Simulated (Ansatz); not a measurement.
Isolated molecules relaxed with PBE0-D4/def2-TZVP in Ansatz; ΔE leaves out vibrations. CCSD(T)/CBS adds triple-zeta CCSD(T) − MP2 to the extrapolated MP2 energy (def2 sets, frozen cores). Functionals use def2-TZVPP. B3LYP here is the variant with VWN-RPA as its local correlation; programs differ in this. For Se outer-core shells are correlated without core-valence functions, which leaves a few kJ/mol of doubt a bond. Scalar relativity is left out up to krypton. One conformer a species, not always the lowest.

Consider the redistribution: `CB(Cl)N([SiH3])[SiH3]` + `[NH2][AlH][SeH]` → `CB(Cl)[SeH]` + `[NH2][AlH][N]([SiH3])[SiH3]`.

```json
{"level": "PBE-D4", "ΔE (kJ/mol)": "57.3", "difference from CCSD(T)/CBS": "-0.2"}
{"level": "r2SCAN-D4", "ΔE (kJ/mol)": "55.6", "difference from CCSD(T)/CBS": "-1.9"}
{"level": "PBE0-D4", "ΔE (kJ/mol)": "61.2", "difference from CCSD(T)/CBS": "3.7"}
{"level": "B3LYP-D4", "ΔE (kJ/mol)": "57.5", "difference from CCSD(T)/CBS": "0.0"}
{"level": "ωB97X-V", "ΔE (kJ/mol)": "59.3", "difference from CCSD(T)/CBS": "1.8"}
{"level": "ωB97M-V", "ΔE (kJ/mol)": "61.7", "difference from CCSD(T)/CBS": "4.2"}
{"level": "B2PLYP", "ΔE (kJ/mol)": "55.7", "difference from CCSD(T)/CBS": "-1.8"}
{"level": "PBE", "ΔE (kJ/mol)": "56.4", "difference from CCSD(T)/CBS": "-1.1"}
{"level": "r2SCAN", "ΔE (kJ/mol)": "55.1", "difference from CCSD(T)/CBS": "-2.4"}
{"level": "PBE0", "ΔE (kJ/mol)": "60.3", "difference from CCSD(T)/CBS": "2.8"}
{"level": "B3LYP", "ΔE (kJ/mol)": "56.3", "difference from CCSD(T)/CBS": "-1.2"}
{"level": "HF/def2-TZVPP", "ΔE (kJ/mol)": "63.0", "difference from CCSD(T)/CBS": "5.5"}
{"level": "MP2/def2-TZVPP", "ΔE (kJ/mol)": "55.1", "difference from CCSD(T)/CBS": "-2.4"}
{"level": "SCS-MP2/def2-TZVPP", "ΔE (kJ/mol)": "54.0", "difference from CCSD(T)/CBS": "-3.5"}
{"level": "CCSD/def2-TZVPP", "ΔE (kJ/mol)": "56.8", "difference from CCSD(T)/CBS": "-0.7"}
{"level": "CCSD(T)/def2-TZVPP", "ΔE (kJ/mol)": "55.9", "difference from CCSD(T)/CBS": "-1.6"}
{"level": "HF/def2-QZVPP", "ΔE (kJ/mol)": "61.9", "difference from CCSD(T)/CBS": "4.4"}
{"level": "MP2/def2-QZVPP", "ΔE (kJ/mol)": "55.6", "difference from CCSD(T)/CBS": "-1.9"}
{"level": "SCS-MP2/def2-QZVPP", "ΔE (kJ/mol)": "54.7", "difference from CCSD(T)/CBS": "-2.8"}
{"level": "HF/CBS(def2)", "ΔE (kJ/mol)": "61.8", "difference from CCSD(T)/CBS": "4.3"}
{"level": "MP2/CBS(def2)", "ΔE (kJ/mol)": "56.7", "difference from CCSD(T)/CBS": "-0.8"}
{"level": "CCSD/CBS(def2)", "ΔE (kJ/mol)": "58.4", "difference from CCSD(T)/CBS": "0.9"}
{"level": "CCSD(T)/CBS", "ΔE (kJ/mol)": "57.5", "difference from CCSD(T)/CBS": "0"}
```

Largest T1 diagnostic among the species: 0.012.

From PBE to PBE0 (25 % exact exchange), in def2-TZVPP and without D4, ΔE moves by +3.9 kJ/mol. In def2-TZVPP, CCSD(T) changes the Hartree–Fock value by −7.1 kJ/mol (the triples alone add −0.9 kJ/mol) and MP2 by −8.0 kJ/mol.
